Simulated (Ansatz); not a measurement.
Conformers of C$_{2}$H$_{3}$BrFI (`FCC(Br)I`), each relaxed with PBE0-D4/def2-TZVP in Ansatz. CBS adds the triple-zeta coupled-cluster correction to the MP2 limit.

Elements past krypton have def2 core potentials. Outer-core shells of Br, I are correlated without core-valence functions. Scalar relativity is left out up to krypton. Spin–orbit coupling is left out.

Not all of them had a frequency check.

Conformer A:

```xyz
8

F     0.435   -1.678    0.599
C    -0.414   -0.626    0.358
C     0.371    0.560   -0.149
Br   -0.844    2.051   -0.306
I     1.371    0.123   -1.982
H    -1.168   -0.934   -0.369
H    -0.900   -0.354    1.301
H     1.148    0.858    0.549
```

Conformer B:

```xyz
8

F    -1.336    0.135    1.152
C    -0.662    0.516    0.025
C     0.597   -0.286   -0.177
Br    1.869    0.035    1.241
I     0.167   -2.367   -0.421
H    -1.319    0.374   -0.840
H    -0.400    1.575    0.120
H     1.084    0.018   -1.100
```

Q: Which is lowest in electronic energy at CCSD(T)/CBS (frozen core, def2 sets), and by how much? (Best estimate.)

A: Computed: A; B lies 5.4 kJ/mol higher.

Q: Give the energies relative to A (kJ/mol) with ωB97M-V/def2-TZVPP, PBE/def2-TZVPP, HF/def2-TZVPP, CCSD/def2-TZVPP, HF/def2-QZVPP, MP2/CBS(def2), CCSD/CBS(def2). (An estimate is asked.)

A: The calculation gave: 
```json
{"level": "ωB97M-V/def2-TZVPP", "B": "4.4"}
{"level": "PBE/def2-TZVPP", "B": "5.0"}
{"level": "HF/def2-TZVPP", "B": "4.6"}
{"level": "CCSD/def2-TZVPP", "B": "4.9"}
{"level": "HF/def2-QZVPP", "B": "4.6"}
{"level": "MP2/CBS(def2)", "B": "5.8"}
{"level": "CCSD/CBS(def2)", "B": "5.2"}
```
